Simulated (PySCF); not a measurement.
Compound: (HSi)4NH6 adamantane, H10N6Si4.
Z-matrix (Å and degrees, PBE0-D3(BJ)/def2-SVP geometry), rows numbered from 1:
```
Si
H   1  1.4887
N   1  1.7485  2  113.48
Si  3  1.7624  1  113.89  2  -178.01
H   4  1.4880  3  110.27  1   177.91
N   4  1.7543  3  109.32  1    55.55
Si  6  1.7510  4  113.50  3   -54.28
H   7  1.4888  6  111.80  4   178.41
N   7  1.7550  6  108.13  4    55.27
N   7  1.7549  6  105.39  4   -59.59
Si 10  1.7522  7  114.82  6    59.47
H  11  1.4881 10  111.78  7   179.74
N  11  1.7494 10  108.52  7    56.00
N   4  1.7467  3  105.16  1   -58.82
H   3  1.0192  1  112.78  2   -44.42
H   6  1.0179  4  114.47  3    82.41
H   9  1.0194  1  114.72  2   -44.13
H  10  1.0202  7  113.21  6   -72.53
H  13  1.0181  1  114.47  2    40.72
H  14  1.0202  4  111.43  3   -71.17
```

The closed-shell ground state was solved at several levels (PySCF, density fitting, gas phase, non-relativistic).

| level | basis functions | HOMO (eV) | LUMO (eV) | gap (eV) | dipole (D) |
| --- | --- | --- | --- | --- | --- |
| PBE0/def2-SVPD | 296 | -6.97 | 0.02 | 6.99 | 1.02 |
| PBE0/pcSseg-1 | 248 | -6.90 | 0.69 | 7.59 | 1.16 |

Q: What might wB97X-D/pcSseg-1 (248 basis functions) give for the same quantities?

A: HOMO -8.79 eV, LUMO 2.55 eV, gap 11.34 eV, dipole 1.19 D.

Q: Over all these levels, which gives the widest orbital gap and which the narrowest?

A: wB97X-D/pcSseg-1 (range-separated hybrid) has the widest, 11.34 eV, and PBE0/def2-SVPD (global hybrid, 25 % exact exchange) the narrowest, 6.99 eV. Functional and basis both differ between the two, so the spread mixes both effects.

Q: How far do the dipole and the HOMO energy spread over the levels?

A: The dipole runs from 1.02 to 1.19 D (mean 1.12 D) and the HOMO from -8.79 to -6.90 eV.

One conformer stands for the species.
